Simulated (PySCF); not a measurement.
# `Cl[C@H](CC#CC)[C@@H](C)O`, C$_{7}$H$_{11}$ClO

Geometry (Å), atoms numbered from 1 in this order:
```xyz
20

C     3.5919    0.4459   -1.1082
C     2.4684    0.1053   -0.2630
C     1.5471   -0.1663    0.4536
C     0.4257   -0.5098    1.3088
C    -0.8040   -0.8408    0.4652
Cl   -2.0591   -1.5681    1.5282
C    -1.3893    0.4127   -0.2070
C    -2.5130    0.0539   -1.1793
O    -1.8074    1.3524    0.7476
H     4.0383   -0.4582   -1.5212
H     4.3435    0.9771   -0.5252
H     3.2629    1.0856   -1.9266
H     0.1905    0.3356    1.9617
H     0.6953   -1.3695    1.9285
H    -0.5667   -1.5965   -0.2869
H    -0.5707    0.9004   -0.7501
H    -2.1318   -0.5578   -1.9919
H    -3.2984   -0.4942   -0.6628
H    -2.9368    0.9660   -1.5911
H    -2.4914    0.9370    1.2911
```

Level of theory: PySCF 2.14.0, GIAO B3LYP/pcSseg-1 magnetisability, rotational g tensor and spin-rotation constants, non-relativistic, gas phase. Geometry: GFN2-xTB.

(1) Give the nuclear spin-rotation constants along the inertial axes (H = +C I·J) beside the isotropic shieldings.

Results:

(1) Rotational constants 2.1223, 0.6957, 0.6016 GHz. A star marks the isotopologue with that one atom substituted, in its own axes.
```csv
atom,isotope,Caa (kHz),Cbb (kHz),Ccc (kHz),mean (kHz),σ (ppm)
Cl6,35Cl,0.141,0.147,0.159,0.149,841.1
H10,1H,-0.204,-0.059,-0.008,-0.090,29.9
H11,1H,-0.128,-0.069,-0.019,-0.072,29.8
H12,1H,-0.241,0.018,-0.063,-0.095,29.9
H13,1H,-0.218,-0.073,0.024,-0.089,28.6
H14,1H,-0.244,0.026,-0.062,-0.093,29.2
H15,1H,-0.227,-0.072,0.030,-0.090,28.0
H16,1H,0.054,-0.040,-0.068,-0.018,27.5
H17,1H,-0.193,-0.079,-0.002,-0.091,31.0
H18,1H,0.024,-0.063,-0.068,-0.036,30.2
H19,1H,-0.234,0.012,-0.062,-0.095,30.4
H20,1H,-0.039,-0.073,-0.069,-0.060,30.6
C1,13C*,0.258,0.089,0.078,0.142,177.6
C2,13C*,0.166,0.226,0.207,0.200,97.8
C3,13C*,0.155,0.226,0.206,0.196,100.6
C4,13C*,0.306,0.116,0.111,0.178,153.3
C5,13C*,0.441,0.162,0.166,0.256,104.7
C7,13C*,0.511,0.174,0.118,0.268,110.9
C8,13C*,0.358,0.118,0.083,0.186,157.4
O9,17O*,-0.171,-0.068,-0.053,-0.097,288.5
```
For the geometry as given, no vibrational averaging.
